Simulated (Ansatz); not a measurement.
Mulliken charges of CH5AlGaNO (`[NH2][Ga]1[CH2][Al]1[OH]`) from ωB97M-V/def2-TZVPP in Ansatz (PBE0-D4/def2-TZVP geometry).

```tsv
atom	x (Å)	y (Å)	z (Å)	charge (e)
N1	-2.615	0.178	-0.100	-0.379
Ga2	-0.826	0.050	-0.360	0.260
C3	0.627	-0.608	0.963	-0.490
Al4	1.561	0.151	-0.532	0.343
O5	3.064	0.829	-0.913	-0.354
H6	-3.068	-0.074	0.764	0.119
H7	-3.275	0.424	-0.818	0.118
H8	0.544	-1.681	0.691	0.109
H9	0.722	-0.530	2.047	0.115
H10	3.266	1.260	-1.742	0.160
```

Problem. By hand: the dipole of these point charges (1 e Å = 4.8032 D).

Solution. Σ q r = (-0.167, 0.000, -0.360) e Å, of length 0.397 e Å = 1.91 D.

Problem. How does the dipole of the full density compare? (Estimate.)

Solution. Computed: (-0.219, 0.052, -0.225) e Å, 1.53 D; the point charges give 1.25 times that, at 21° from its direction.

Point charges leave out the atoms' own dipoles, such as those of lone pairs, and Mulliken's split depends on the basis, so the two needn't agree.
